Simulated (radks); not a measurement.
Valence configurations of the manganese ion Mn2+ (all share [Ar]). Method: Dirac Kohn-Sham, PBEsol, spin-unpolarised, spherical densities, point nucleus; open shells fill j = l - 1/2 first; computed with a radial shooting solver on a logarithmic mesh with Libxc functionals. Order these by energy: 3d3.5 4s1.5; 3d4 4s1; 3d2 4s1 4p2; 3d4.5 4s0.5; 3d4 4p1; 3d5; 3d1 4p4; 3d4.5 4p0.5; 3d2.5 4s0.5 4p2; 3d3 4p2.

Answer. From the lowest, in eV above it: 3d5 0.000; 3d4.5 4s0.5 2.907; 3d4.5 4p0.5 5.750; 3d4 4s1 6.713; 3d3.5 4s1.5 11.595; 3d4 4p1 12.638; 3d3 4p2 30.472; 3d2.5 4s0.5 4p2 38.199; 3d2 4s1 4p2 47.244; 3d1 4p4 85.072. NIST lists [Ar] 3d5 as the ground configuration; this level of theory agrees among the configurations tried. The energies are those of spherical spin-averaged densities, not of single terms.
